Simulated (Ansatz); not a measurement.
`[SiH3]C[SiH2]Cl` → `C[SiH2]Cl` + `[SiH2]` at 600 K and 1 bar (silylene formation by 1,1-elimination).

Isolated molecules relaxed with PBE0-D4/def2-TZVP in Ansatz; ΔE leaves out vibrations. CCSD(T)/CBS is the MP2 limit (def2-TZVPP, def2-QZVPP) plus CCSD(T) − MP2 in def2-TZVPP, frozen cores. This one scheme is used for every species. One conformer a species, not always the lowest.

```tsv
species	CCSD(T)/CBS energy (Eh)	H − E (kJ/mol)	S (J/(mol·K))
`[SiH3]C[SiH2]Cl`	-1080.25737	250.3	456.2
`C[SiH2]Cl`	-789.97638	190.1	364.9
`[SiH2]`	-290.19011	52.1	233.9
```

H − E and S are ideal-gas, rigid-rotor, harmonic terms from PBE0-D4/def2-TZVP, for one conformer and one mirror image of each species. 1 Eh = 2625.50 kJ/mol, R = 8.31446 J/(mol·K).

**Question.** By hand: ΔE, ΔH, ΔS and ΔG.

**Answer.** ΔE = (-789.97638) + (-290.19011) − (-1080.25737) = 0.09088 Eh = 238.6 kJ/mol. Δ(H − E) = 190.1 + 52.1 − 250.3 = -8.1, so ΔH = 230.5 kJ/mol. ΔS = 364.9 + 233.9 − 456.2 = 142.6 J/(mol·K). ΔG = 230.5 − 600 × (142.6)/1000 = 144.9 kJ/mol.

**Question.** By hand: the equilibrium constant, and the temperature at which ΔG would vanish if ΔH and ΔS stayed fixed.

**Answer.** log₁₀ K = −ΔG/(RT ln 10) = -12.6. ΔG = 0 at ΔH/ΔS = 1616 K.

The number of gas molecules changes by +1, which sets the sign of ΔS. A doubt of 5 kJ/mol in ΔE shifts log₁₀ K by 0.4 here. Other conformers and mirror images would add mixing entropy, several J/(mol·K) or more a flexible species. Modes under 60 cm⁻¹, often nearly free rotors, make the harmonic entropy too high. These are equilibria of isolated gas molecules and say nothing of rates. Largest T1 diagnostic: 0.014 (customary marks: 0.02 for closed shells, 0.045 for open ones).
